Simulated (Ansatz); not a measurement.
Saddle point of SiH2ClF3, closed shell (SiHClF₂ ([F][SiH]([F])[Cl]) + HF → SiHF₃ ([F][SiH]([F])[F]) + HCl; bonds formed: Si1–F7, Cl2–H6; bonds broken: Si1–Cl2, H6–F7), PBE0-D4/def2-TZVP structure:

```tsv
atom	x (Å)	y (Å)	z (Å)
Si1	-0.4892	-0.1970	-0.1478
Cl2	1.8690	-0.0528	-0.4355
F3	-0.4583	-1.2025	-1.3888
F4	-1.1506	1.0855	-0.7867
H5	-1.2637	-1.0027	0.7994
H6	1.3124	0.6248	0.7283
F7	0.1804	0.7447	1.2313
```

Energies are electronic, without zero-point energy. Barriers and step energies count from the start structure reached by relaxing down the imaginary mode; all methods use the PBE0-D4 structures, on which another method's saddle can fall below an end. Program: Ansatz 0.2.0. Basis: def2-TZVPP, with def2-QZVPP for the basis limit. Cores are frozen in the correlated methods. B3LYP uses VWN-RPA correlation. Extrapolation: Hartree–Fock as exp(−7.88 √X), correlation as X^−2.97.

```json
{"method": "SPW92", "barrier (kJ/mol)": "55.9", "step energy (kJ/mol)": "-40.1"}
{"method": "PBE-D4", "barrier (kJ/mol)": "?", "step energy (kJ/mol)": "-40.0"}
{"method": "BLYP-D4", "barrier (kJ/mol)": "106.7", "step energy (kJ/mol)": "-49.9"}
{"method": "r2SCAN-D4", "barrier (kJ/mol)": "100.0", "step energy (kJ/mol)": "-48.8"}
{"method": "B97M-V", "barrier (kJ/mol)": "?", "step energy (kJ/mol)": "-53.0"}
{"method": "PBE0-D4", "barrier (kJ/mol)": "110.7", "step energy (kJ/mol)": "-43.1"}
{"method": "B3LYP-D4", "barrier (kJ/mol)": "117.7", "step energy (kJ/mol)": "-52.2"}
{"method": "r2SCAN0-D4", "barrier (kJ/mol)": "?", "step energy (kJ/mol)": "-49.5"}
{"method": "BHLYP-D4", "barrier (kJ/mol)": "135.3", "step energy (kJ/mol)": "-56.2"}
{"method": "CAM-B3LYP-D4", "barrier (kJ/mol)": "114.5", "step energy (kJ/mol)": "-57.1"}
{"method": "wB97X-V", "barrier (kJ/mol)": "117.3", "step energy (kJ/mol)": "-49.6"}
{"method": "wB97M-V", "barrier (kJ/mol)": "112.6", "step energy (kJ/mol)": "-48.3"}
{"method": "B2PLYP", "barrier (kJ/mol)": "120.8", "step energy (kJ/mol)": "-57.1"}
{"method": "PBE-QIDH", "barrier (kJ/mol)": "120.7", "step energy (kJ/mol)": "-49.2"}
{"method": "RPA on PBE", "barrier (kJ/mol)": "121.8", "step energy (kJ/mol)": "-59.8"}
{"method": "HF", "barrier (kJ/mol)": "182.6", "step energy (kJ/mol)": "-70.5"}
{"method": "MP2", "barrier (kJ/mol)": "122.2", "step energy (kJ/mol)": "-52.0"}
{"method": "CCSD", "barrier (kJ/mol)": "136.4", "step energy (kJ/mol)": "-59.3"}
{"method": "CCSD(T)", "barrier (kJ/mol)": "126.1", "step energy (kJ/mol)": "-56.3"}
```

Question: Fill in the withheld barriers. (Judge from chemistry; the value comes from the calculation.)

Answer: The calculation gives: B97M-V 117.7; PBE-D4 93.5; r2SCAN0-D4 113.1 kJ/mol. Each is the energy of the saddle less that of the start structure, by the same method.

For comparison, the barrier by CCSD(T) at an estimated basis limit (MP2 extrapolated from triple and quadruple zeta, plus CCSD(T) − MP2 in triple zeta) is 125.5 kJ/mol.

The T1 diagnostic stays at or below 0.012.

Labels in which every atom is bracketed show which atoms are joined, not bond orders.

For scale, one of the runs: CCSD(T)/def2-TZVPP, 205 basis functions, launched by `ansatz run in.yaml --threads 4 --pin off --events-out ev --progress --plain --max-ram 9574MiB`. Hardware: 4 CPU threads of an Arm Neoverse V1, shared host. Wall time 96 s; peak host memory 2.8 GiB.
